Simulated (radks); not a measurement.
The numbers below are computed, except where a source is named.
Hg4+, 76 electrons, occupied as [Xe] 4f14 5d8.

Code: a radial shooting solver on a logarithmic mesh with Libxc functionals. Model: scalar-relativistic Kohn-Sham, r2SCAN, spin-polarised, spherical densities, finite nucleus; open shells are filled with parallel spins first (spin-orbit coupling, left out, can overturn this in heavy ions); meta-GGA in the generalised Kohn-Sham scheme; Fermi nuclear charge, rms radius 5.4648 fm.

Energy parts (hartree):
total: -19616.0413
kinetic: 22008.8291
electron-nucleus: -48717.0791
Hartree: 7461.4801
exchange-correlation: -369.2715

Orbitals (lengths in bohr, moments of r in powers of bohr; r(90%) holds 90 % of the orbital's charge):
orbital  occ.  eigenvalue (hartree)       <r^4>  r(90%)
1s down     1             -3060.901   3.999e-07  0.0304
1s up       1             -3060.900   3.999e-07  0.0304
2s up       1             -545.1293  0.00005828   0.109
2s down     1             -545.1189  0.00005828   0.109
2p up       3             -470.3358  0.00004767   0.103
2p down     3             -470.3276  0.00004767   0.103
3s up       1             -131.2140    0.002095   0.265
3s down     1             -131.2124    0.002095   0.265
3p up       3             -109.5093    0.002318   0.272
3p down     3             -109.5069    0.002317   0.272
3d up       5             -86.60502    0.001786   0.256
3d down     5             -86.59861    0.001786   0.256
4s up       1             -30.56612     0.04654   0.572
4s down     1             -30.55775     0.04656   0.572
4p up       3             -23.41829     0.06223   0.616
4p down     3             -23.41116     0.06222   0.616
4d up       5             -14.88766     0.08556   0.668
4d down     5             -14.87908     0.08541   0.668
5s up       1              -6.31223       1.196    1.29
5s down     1              -6.25787       1.182    1.28
4f up       7              -5.44852      0.1589   0.771
4f down     7              -5.43655      0.1568   0.769
5p up       3              -4.37908       2.102    1.48
5p down     3              -4.31271       2.082    1.48
5d up       5              -2.14799       6.562    1.98
5d down     3              -2.07482       6.758    2.00

The highest occupied level is 5d down at -56.459 eV. For comparison, the ionisation energy in NIST's Atomic Spectra Database is 61.2 eV (measured). In exact Kohn-Sham theory the highest level is minus the ionisation energy, but local and semilocal functionals leave it too shallow, through self-interaction and a potential that decays too fast; potentials with the right tail come closer.
